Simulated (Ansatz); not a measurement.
Born–Oppenheimer molecular dynamics of Cl3H7HfOSi2 (14 atoms, charge 0, multiplicity 1). It starts at the highest image of a converged band. Of that band: Neighbouring images differ by up to 1.9 eV, so the band resolves the path poorly. The top lies less than 8 meV above the higher end, about what the thresholds resolve: that end is a shoulder or a very shallow well. A vibrational analysis at the climbing image gives no mode beyond 40i cm⁻¹: the surface is too flat there to confirm a saddle point.

The calculation used Ansatz 0.2.0, RKS PBE/def2-SVP.

```
ensemble                      : NVE (velocity Verlet)
time step                     : 0.5 fs
steps asked                   : 200
starting velocities drawn for : 300 K
seed                          : 9309
```

First frame:

```xyz
14
Properties=species:S:1:pos:R:3
Hf -0.272 0.618 -0.381
Cl 0.116 0.577 2.510
O 1.134 -0.698 -0.399
Si 2.400 -1.785 -0.682
H 2.607 -2.609 0.556
H 2.037 -2.672 -1.837
H 3.646 -1.008 -1.000
Cl 0.273 2.915 -0.121
Cl -1.214 0.466 -2.529
Si -2.596 -0.445 0.731
H -2.957 -1.849 0.302
H -2.456 -0.595 2.269
H -3.847 0.394 0.605
H -1.098 -0.012 2.554
```

Task: How far do the bonds stretch over the last three quarters of this one trajectory? (Pairs bonded in most of those frames.)

Result: 
```csv
bond,mean (Å),spread (Å),shortest,longest
Hf1–Cl2,3.033,0.033,2.96,3.07
Hf1–O3,1.926,0.010,1.91,1.94
Hf1–Cl8,2.360,0.033,2.32,2.41
Hf1–Cl9,2.343,0.029,2.31,2.39
Hf1–Si10,2.793,0.014,2.77,2.82
Cl2–H14,1.339,0.018,1.30,1.38
O3–Si4,1.691,0.014,1.67,1.72
Si4–H5,1.504,0.010,1.49,1.52
Si4–H6,1.502,0.011,1.48,1.52
Si4–H7,1.508,0.051,1.43,1.58
Si10–H11,1.518,0.027,1.47,1.56
Si10–H12,1.544,0.010,1.52,1.57
Si10–H13,1.521,0.054,1.44,1.60
```

Mean temperature of the second half: 171 K. The conserved energy stayed within 0.086 meV per atom of its start (net change 0.043 meV per atom), so the integration is sound. A run of 0.1 ps of so small a system gives no equilibrium averages. The orbitals stay closed-shell, which can raise the energy where a bond breaks towards radicals; this wasn't checked here.

The run took 5.7 min on 4 threads of Intel(R) Xeon(R) 6975P-C (Granite Rapids), on a shared host, peak memory 0.32 GiB.
